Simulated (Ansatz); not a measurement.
Start from `[Cl][Hf]([Cl])([Cl])[SeH]` and change one atom or group to get `C#[C][Hf]([Cl])([Cl])[Cl]`.

Ansatz, PBE0-D4/def2-TZVP geometries, multiplicity 1. Each molecule was computed in one conformer, which needn't be the lowest.

Elements past krypton have def2 core potentials. Scalar relativity is left out up to krypton.

```
                                          property  `[Cl][Hf]([Cl])([Cl])[SeH]`
              HOMO–LUMO gap (PBE0/def2-TZVPP) / eV                         5.45
                 HOMO energy (PBE/def2-TZVPP) / eV                        -6.64
size of the dipole moment (ωB97M-V/def2-TZVPP) / D                         0.40
             LUMO energy (ωB97M-V/def2-TZVPP) / eV                        -0.25
  size of the dipole moment (B3LYP/def2-TZVPP) / D                         0.47
               LUMO energy (B3LYP/def2-TZVPP) / eV                        -2.50
```

(1) What does the change do to each property? (Best estimate.)

Results:

(1) The calculation gave: 
```
                                          property  `C#[C][Hf]([Cl])([Cl])[Cl]`  shift
              HOMO–LUMO gap (PBE0/def2-TZVPP) / eV                         6.39   0.94
                 HOMO energy (PBE/def2-TZVPP) / eV                        -7.56  -0.92
size of the dipole moment (ωB97M-V/def2-TZVPP) / D                         1.50   1.10
             LUMO energy (ωB97M-V/def2-TZVPP) / eV                        -0.34  -0.09
  size of the dipole moment (B3LYP/def2-TZVPP) / D                         1.57   1.10
               LUMO energy (B3LYP/def2-TZVPP) / eV                        -2.56  -0.06
```

With PBE0 the HOMO falls by 0.99 eV and the LUMO falls by 0.06 eV, so the gap widens by about 0.93 eV. PBE moves the HOMO by -0.92 eV and ωB97M-V by -1.12 eV. The zero-point energy changes by 28.1 kJ/mol with +3 modes. Dipoles are sizes alone; their direction can turn.

B3LYP here is the variant with VWN-RPA as its local correlation; programs differ in this.

Spin–orbit coupling is left out; it splits and shifts lone-pair levels of the heavy atoms by tenths of an eV.
